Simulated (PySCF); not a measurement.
## Excitation energy of Ga by level of theory

Ga [Ar] 3d10 4s2 4p1 (2P) → Ga [Ar] 3d10 4s2 5s1 (2S), as a difference of total energies. Computed with PySCF 2.14 in x2c-TZVPPall with one added diffuse shell each of s, p, d type (7s6p5d1f, 57 functions), with scalar relativity by spin-free X2C-1e. Correlated levels: valence and next inner shell: [Ne] frozen. The calculations carry no spin-orbit coupling.

Question: Order these methods by the excitation energy they give, lowest first.
A. UHF
B. SCS-MP2 (valence and next inner shell)
C. CCSD (valence and next inner shell)
D. MP2 (valence and next inner shell)

Answer: A (24206 cm⁻¹), B (24777 cm⁻¹), D (24986 cm⁻¹), C (25152 cm⁻¹).

Errors of the correlated levels include the incompleteness of this basis and the frozen core.

The promoted electron is Rydberg-like, and one or two diffuse shells describe it only roughly, which tends to raise the upper state.

For comparison: 24238 cm⁻¹ (measured; NIST levels, between the centres of gravity of the two terms).
